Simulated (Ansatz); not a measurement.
Ligand exchange: GeH2(CH3)(SH) + CHF3S → GeH2(SH)2 + C2H3F3

Gas-phase species: GeH2(CH3)(SH), singlet; CHF3S (trifluoromethanethiol) `FC(F)(F)S`, singlet; GeH2(SH)2, singlet; C2H3F3 (1,1,1-trifluoroethane) `CC(F)(F)F`, singlet. The partners trade CH3 for SH: Ge–CH3 and C–SH bonds give way to Ge–SH and C–CH3.

Shapes, held fixed at every level: PBE0-D4/def2-TZVP. Flexible molecules stand in one conformer, not always the lowest. Programs: Ansatz 0.2.0. The zero-point and thermal change to 298 K, harmonic and unscaled (PBE0-D4/def2-TZVP), is +4.6 kJ/mol.

```
               level                    kind  ΔH(298 K) (kJ/mol)  less CCSD(T)/def2-TZVPP  CPU time (sum over the molecules)
    SPW92/def2-TZVPP                     LDA               -98.8                     +4.7                              7.4 s
r2SCAN-D4/def2-TZVPP                meta-GGA              -103.3                     +0.2                               28 s
 B3LYP-D4/def2-TZVPP           global hybrid              -103.6                     -0.1                               26 s
  PBE0-D4/def2-TZVPP           global hybrid              -104.3                     -0.8                               19 s
  wB97X-V/def2-TZVPP  range-separated hybrid              -101.8                     +1.7                               48 s
     CCSD/def2-TZVPP   coupled cluster or CI              -105.5                     -2.0                                  –
  CCSD(T)/def2-TZVPP   coupled cluster or CI              -103.5                      0.0                                  –
```

The highest level, CCSD(T)/def2-TZVPP, gives ΔH(298 K) = -103.5 kJ/mol; the levels span -105.5 to -98.8. The column of differences is taken from that level and isn't an error. No measured value is set beside it here. Relativity is left out for Ge. Outer-core shells of Ge are correlated, in sets that cover them unevenly. Times are processor times on shared x86 and Arm servers, and rough.
